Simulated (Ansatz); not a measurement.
Molecule: sum formula TaO₄H₃, charge 0, multiplicity 1. 
Coordinates optimised at B3LYP-D3(BJ)/def2-TZVP (Ansatz, a program for electronic structure):
SMILES: [OH][Ta]([OH])([OH])=[O]
```xyz
8

Ta     0.0101     0.0075    -0.0094
O      1.1255     0.8388    -1.0427
O      0.9901    -0.9422     1.3418
H      1.9355    -1.0025     1.4945
O     -1.0177    -1.2305    -1.0574
H     -0.9866    -1.4222    -1.9972
O     -1.1595     1.2879     0.8155
H     -1.1928     2.2430     0.7286
```

Parts of the frozen-core correlation energy in def2-SVP (Ansatz, hartree). Frozen orbitals: 8; correlated occupied orbitals by spin: 16 and 16; virtual: 79 and 79. No spin-orbit coupling. In def2 rows, elements after Kr have scalar-relativistic effective core potentials.

```
term                            value
-------------------------  ----------
reference (HF)             -357.56140
MP2 opposite-spin            -0.66653
MP2 same-spin                -0.26132
CCSD correlation             -0.91392
(T)                          -0.03163
T1 diagnostic                   0.022
largest doubles amplitude       0.043
```
